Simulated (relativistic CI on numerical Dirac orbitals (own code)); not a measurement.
**Crystal-field levels of Pr4+, 4f**

Calculated by Dirac-Coulomb-Breit CI, KLI orbitals optimised for each configuration, model QED (radiative potential, 1s self-energy scaled to tabulated hydrogen-like ionisation energies), valence Slater integrals scaled by 0.85, one configuration in a parametric crystal field (own radial code).

Field parameters in Wybourne normalisation; cubic f-shell fields have B⁴₄ = √(5/14) B⁴₀ and B⁶₄ = −√(7/2) B⁶₀. The field is a parameter set, without covalency.

S and J are read from ⟨S²⟩ = S(S + 1) and ⟨J²⟩ = J(J + 1) of each level; they are not fictitious spins.

D3d, B20 = -1240, B40 = -1180, B43 = 1240, B60 = 130, B63 = -100, B66 = -180 cm⁻¹, the lowest 7 levels:

```csv
E (cm⁻¹),Degeneracy,Irrep,S,J
0.0,2,Γ4,0.50,2.51
550,2,Γ5+Γ6,0.50,2.51
833,2,Γ4,0.50,2.51
2888,2,Γ4,0.50,3.49
3276,2,Γ5+Γ6,0.50,3.49
3686,2,Γ4,0.50,3.50
3776,2,Γ4,0.50,3.50
```

Principal g values of the ground doublet: 0.56, 2.24, 2.24.

D3h, B20 = 1540, B40 = -200, B60 = 20, B66 = 430 cm⁻¹, the lowest 7 levels:

```json
{"E (cm⁻¹)": "0.0", "Degeneracy": "2", "S": "0.50", "J": "2.51"}
{"E (cm⁻¹)": "581", "Degeneracy": "2", "S": "0.50", "J": "2.50"}
{"E (cm⁻¹)": "801", "Degeneracy": "2", "S": "0.50", "J": "2.50"}
{"E (cm⁻¹)": "2849", "Degeneracy": "2", "S": "0.50", "J": "3.50"}
{"E (cm⁻¹)": "3357", "Degeneracy": "2", "S": "0.50", "J": "3.50"}
{"E (cm⁻¹)": "3609", "Degeneracy": "2", "S": "0.50", "J": "3.50"}
{"E (cm⁻¹)": "3723", "Degeneracy": "2", "S": "0.50", "J": "3.50"}
```

Principal g values of the ground doublet: 0.11, 0.11, 4.17.

Oh, B40 = 4170, B60 = 750 cm⁻¹, the lowest 5 levels:

```json
{"E (cm⁻¹)": "0.0", "Degeneracy": "2", "Irrep": "Γ7", "S": "0.50", "J": "2.51"}
{"E (cm⁻¹)": "1022", "Degeneracy": "4", "Irrep": "Γ8", "S": "0.50", "J": "2.58"}
{"E (cm⁻¹)": "2882", "Degeneracy": "2", "Irrep": "Γ7", "S": "0.50", "J": "3.49"}
{"E (cm⁻¹)": "3889", "Degeneracy": "4", "Irrep": "Γ8", "S": "0.50", "J": "3.44"}
{"E (cm⁻¹)": "4661", "Degeneracy": "2", "Irrep": "Γ6", "S": "0.50", "J": "3.50"}
```

Principal g values of the ground doublet: 1.27, 1.27, 1.27.

The next free-ion level lies 2909 cm⁻¹ above the lowest; the field splits the ground level into components whose J stays near 5/2 as long as their spread is small against that gap.

Levels of this model without a field, named by their leading LS term: 2F°_5/2 0, 2F°_7/2 2909 cm⁻¹.
